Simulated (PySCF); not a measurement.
NICS in isomers of C6H5NO3.

NICS is the negative of the GIAO shielding at a point without a nucleus: at the ring centre (0) and 1 Å above and below it (1); zz is the component along the ring normal. Level: GIAO PBE0/pcSseg-1 (PySCF, non-relativistic, gas phase) on the GFN2-xTB geometries, one conformer each. Atom numbers follow the mapped SMILES.

Problem. Order these rings by mean NICS(1)zz, lowest (most negative) first (ppm).
A. ring C3–C4–O6–C7–C8 in `[CH3:1][O:2][C@H:3]1[C:4](=[O:5])[O:6][CH:7]=[C:8]1[C:9]#[N:10]`
B. ring C4–C5–C6–C8–C9–N10 in `[O:1]=[CH:2][O:3][c:4]1[cH:5][c:6]([OH:7])[cH:8][cH:9][n:10]1`
C. ring C4–C5–C6–C7–N8–C10 in `[O:1]=[CH:2][O:3][c:4]1[cH:5][cH:6][cH:7][n+:8]([O-:9])[cH:10]1`

Solution. B (-24.8), C (-20.3), A (-1.5).

| SMILES | ring | NICS(0) | NICS(1) | NICS(1)zz | HOMA | rms pucker (Å) | ring atoms with four or more neighbours |
| --- | --- | --- | --- | --- | --- | --- | --- |
| O=COc1cc(O)ccn1 | 6-membered ring with N; formal bonds all aromatic | -9.6 | -10.5 | -24.8 | 0.99 | 0.00 | 0 |
| O=COc1ccc[n+]([O-])c1 | 6-membered ring with N; formal bonds all aromatic | -7.9 | -8.5 | -20.3 | 0.98 | 0.00 | 0 |
| CO[C@H]1C(=O)OC=C1C#N | 5-membered ring with O; formal bonds 1 double, 4 single | -2.3 | -2.8 | -1.5 | – | 0.00 | 1 |

NICS(0) gives the same order. The isotropic NICS(1) gives the same order. HOMA uses Krygowski's 1993 parameters; it is left out where a ring has a four-coordinate atom, a triple bond, no multiple bond or a kind of bond without parameters. NICS(1) and NICS(1)zz are means over the two faces.
